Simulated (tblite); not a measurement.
Species: C₇H₇FN (doublet state).
SMILES with atom numbers: `[CH3:1][c:2]1[c:3][cH:4][c:5]([NH2:6])[cH:7][c:8]1[F:9]` (hydrogens: H10, H11, H12 on C1; H13 on C4; H14, H15 on N6; H16 on C7)

The geometry is computed with GFN2-xTB (gas phase). This method treats the open shell by occupation alone, without spin polarisation.

Q: What internal coordinates does the optimisation give?

A: 
| bond | length (pm) | order |
| --- | --- | --- |
| C1–C2 | 149.8 | single |
| C2–C3 | 136.8 | aromatic |
| C3–C4 | 135.7 | aromatic |
| C4–C5 | 140.6 | aromatic |
| C5–N6 | 137.8 | single |
| C5–C7 | 139.4 | aromatic |
| C7–C8 | 138.0 | aromatic |
| C8–F9 | 135.5 | single |
| C2–C8 | 139.8 | aromatic |
| C1–H10, C1–H11, C1–H12 | 108.8 | single |
| C4–H13 | 108.0 | single |
| N6–H14, N6–H15 | 100.7 | single |
| C7–H16 | 107.9 | single |

Bonds in one row agree within 1 pm and their mean is given. Orders are formal, as drawn. A selection of angles:
| angle | degrees |
| --- | --- |
| C1–C2–C3 | 125.0 |
| C1–C2–C8 | 121.5 |
| C3–C2–C8 | 113.4 |
| C2–C3–C4 | 127.1 |
| C3–C4–C5 | 118.0 |
| C4–C5–N6 | 120.7 |
| C4–C5–C7 | 118.1 |
| N6–C5–C7 | 121.1 |
| C5–C7–C8 | 120.2 |
| C7–C8–F9 | 118.3 |
| C2–C8–C7 | 123.2 |
| C2–C8–F9 | 118.5 |
| H14–N6–C5 | 116.4 |
| H15–N6–C5 | 116.5 |

C2 (carbon bonded to 3 C) is planar (angles 125.0°, 121.5° and 113.4°, sum 360.0°, 0.00 Å off the plane of its three neighbours). C7 (carbon bonded to 2 C and H) is planar (angles 120.7°, 120.2° and 119.2°, sum 360.0°, 0.00 Å off the plane of its three neighbours). C8 (carbon bonded to 2 C and F) is planar (angles 123.2°, 118.5° and 118.3°, sum 360.0°, 0.00 Å off the plane of its three neighbours). The 6-membered ring C2–C3–C4–C5–C7–C8 has internal angles of 113.4° to 127.1° (sum 720°, against 720° for a flat polygon); it is planar, 0.00 Å rms from its mean plane, widest ring torsion 1°. C4 (carbon bonded to 2 C and H) is planar (angles 122.2°, 119.9° and 118.0°, sum 360.0°, 0.00 Å off the plane of its three neighbours). C5 (carbon bonded to 2 C and N) is planar (angles 121.1°, 120.7° and 118.1°, sum 359.9°, 0.02 Å off the plane of its three neighbours). The C–C distances run from 1.357 Å (C3–C4, aromatic) to 1.498 Å (C1–C2, drawn single), a spread of 0.141 Å.

Its lowest GFN2-xTB frequency is 4i cm⁻¹, too small to tell a flat minimum from a shallow saddle.

The run took 0.27 s wall on one thread, Arm Neoverse V1 (aarch64), shared host with 32 logical CPUs at a one-minute load of 23. These figures are those of the optimisation.
